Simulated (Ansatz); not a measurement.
A nudged elastic band was laid between two geometries of BClH2O + ClH (7 atoms, charge 0, multiplicity 1).

These are results of Ansatz, RKS PBE/def2-SVP, not measurements.

```json
{"movable images": "5", "climbing image": "yes", "spring": "5.0 eV/Å²", "optimiser": "quadratic models (default)", "start path": "through a guess of the saddle point", "force threshold": "0.05 eV/Å", "iteration limit": "60", "end points": "relaxed"}
```

Initial state:

```xyz
7
Properties=species:S:1:pos:R:3
B 0.038 -0.509 -0.051
H 0.247 -1.008 1.034
O 0.970 -0.360 -1.013
H 1.847 -0.674 -0.728
Cl -1.614 0.039 -0.436
Cl 0.098 2.540 1.621
H -0.840 1.921 0.958
```

Final state:

```xyz
7
Properties=species:S:1:pos:R:3
B 0.263 0.549 -0.782
H -0.771 -0.059 3.279
O 1.467 -0.020 -1.012
H 1.399 -0.817 -1.573
Cl -1.233 -0.127 -1.458
Cl 0.201 1.999 0.220
H -0.580 0.424 2.712
```

**Question.** What changes between the two ends?

**Answer.** Bonds broken: B1–H2, Cl6–H7. Bonds formed: B1–Cl6, H2–H7. BClH2O + ClH becomes BCl2HO + H2.

**Question.** Give the energies along the band, and the barrier.

**Answer.** It converged. The highest image is number 3 of 0 to 6, 86.9 kJ/mol above the first end and 143.0 kJ/mol above the last; the last end lies 56.1 kJ/mol below the first. The profile has 2 maxima (images 1, 3) with wells between them (image 2): this band takes more than one step, which may be the mechanism or a detour left from its start path. Neighbouring images differ by up to 1.2 eV, so the band resolves the path poorly. A vibrational analysis at the climbing image gives one clearly imaginary mode, 714i cm⁻¹: a first-order saddle point. The orbitals stay closed-shell, which can raise the energy where a bond breaks towards radicals; this wasn't checked here.

```
image  path coordinate (Å)  energy (kJ/mol)  B1–H2 (Å)  Cl6–H7 (Å)  B1–Cl6 (Å)
    0                 0.00              0.0       1.21        1.30        3.48
    1                 1.47              8.0       1.22        1.30        3.54
    2                 2.94              3.2       1.21        1.30        3.50
    3                 4.41             86.9       1.34        1.63        2.14
    4                 5.58            -32.1       2.32        2.41        1.78
    5                 6.75            -55.7       3.45        3.08        1.76
    6                 7.92            -56.1       4.23        3.05        1.76
```

**Question.** What is the geometry of the highest image?

**Answer.** 
```xyz
7
Properties=species:S:1:pos:R:3
B -0.016 0.112 0.136
H -0.141 -0.227 1.429
O 1.220 -0.305 -0.271
H 1.285 -0.350 -1.242
Cl -1.539 -0.266 -0.720
Cl -0.003 2.200 0.625
H -0.060 0.785 1.427
```

The band took 34 iterations and about 4 core-minutes.

The run took 4.1 min on 1 thread of Intel(R) Xeon(R) Platinum 8375C CPU @ 2.90GHz (Ice Lake), on a shared host, peak memory 0.15 GiB.
